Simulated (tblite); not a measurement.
Isomers of C7H3ClFO (doublet state). All values are computed: GFN2-xTB (tblite) harmonic vibrations without scaling, gas phase. Against measured fundamentals such values can be off by several per cent, at times by over 20. One conformer each. Open shells enter through the occupations alone, without spin polarisation, and single modes of such species can be off by tens of per cent.

Electronic energies: GFN2-xTB at the same geometries; isomer energies are rough at this level and their order can be wrong.

```
            SMILES  electronic energy, lowest = 0 (kJ/mol)
O=c1c[c]ccc(F)c1Cl                                     0.0
O=c1ccc[c]c(F)c1Cl                                    38.8
O=c1cc[c]cc(F)c1Cl                                    40.9
O=c1[c]cccc(F)c1Cl                                    23.9
```

Q: How do GFN2-xTB zero-point energies change the relative energies?

A: 
```json
{"SMILES": "O=c1c[c]ccc(F)c1Cl", "ZPE (kJ/mol)": "195.7", "of it from modes above 1550 cm⁻¹": "76.5", "electronic (kJ/mol)": "0.0", "with ZPE, lowest = 0 (kJ/mol)": "0.0", "lowest mode (cm⁻¹)": "68", "rings": "1"}
{"SMILES": "O=c1[c]cccc(F)c1Cl", "ZPE (kJ/mol)": "196.8", "of it from modes above 1550 cm⁻¹": "84.7", "electronic (kJ/mol)": "23.9", "with ZPE, lowest = 0 (kJ/mol)": "24.9", "lowest mode (cm⁻¹)": "67", "rings": "1"}
{"SMILES": "O=c1ccc[c]c(F)c1Cl", "ZPE (kJ/mol)": "196.7", "of it from modes above 1550 cm⁻¹": "84.7", "electronic (kJ/mol)": "38.8", "with ZPE, lowest = 0 (kJ/mol)": "39.7", "lowest mode (cm⁻¹)": "66", "rings": "1"}
{"SMILES": "O=c1cc[c]cc(F)c1Cl", "ZPE (kJ/mol)": "195.6", "of it from modes above 1550 cm⁻¹": "74.8", "electronic (kJ/mol)": "40.9", "with ZPE, lowest = 0 (kJ/mol)": "40.8", "lowest mode (cm⁻¹)": "58", "rings": "1"}
```

The zero-point energies span 1.2 kJ/mol, from `O=c1cc[c]cc(F)c1Cl` to `O=c1[c]cccc(F)c1Cl`. The order is unchanged.

Q: What do entropy and thermal enthalpy add at 298.15 K and 1 bar (rigid rotor, harmonic oscillator, one conformer each)?

A: 
```
            SMILES  point group  symmetry number  S (J/(mol K))  H − H(0) (kJ/mol)  ZPE + H − H(0) − TS (kJ/mol)
O=c1c[c]ccc(F)c1Cl           C1                1          392.4              25.49                         104.2
O=c1[c]cccc(F)c1Cl           C1                1          395.1              25.69                         104.6
O=c1ccc[c]c(F)c1Cl           C1                1          395.9              25.69                         104.3
O=c1cc[c]cc(F)c1Cl           C1                1          397.6              25.88                         102.9
```

S holds R ln(2S + 1) for the spin.
